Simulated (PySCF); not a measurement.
Input for PySCF: R-M06-2X/6-31G* on AlH4NO2 (SMILES [NH2][Al]([OH])[OH]), a point of a torsion scan.

```python
from pyscf import gto, scf, dft, mp
from pyscf.data.elements import chemcore

mol = gto.M(
    atom='''
    N     1.63577253   -0.06241261    0.28042013
    Al   -0.12116184   -0.13604142    0.00963777
    O    -0.80018860   -1.59698241   -0.29494923
    O    -1.06394632    1.21526602    0.06776609
    H     2.15779342    0.76903247    0.49982785
    H     2.23861391   -0.86729630    0.27567154
    H    -1.21745638   -2.40486803   -0.54532213
    H    -1.24795089    2.13505711    0.17334609
    ''',
    basis='6-31g*',
    cart=True,
    charge=0, spin=0, verbose=3, max_memory=1800)
mf = dft.RKS(mol, xc='m062x')
mf.conv_tol = 1e-8
mf.max_cycle = 100
mf.kernel()
if not mf.converged:
    mf = mf.newton().run(mf.mo_coeff, mf.mo_occ)
```

The log:

```
converged SCF energy = -450.031384154423
```

The calculation finished and met its thresholds.

Cost: about 11 core-seconds (a rough figure).
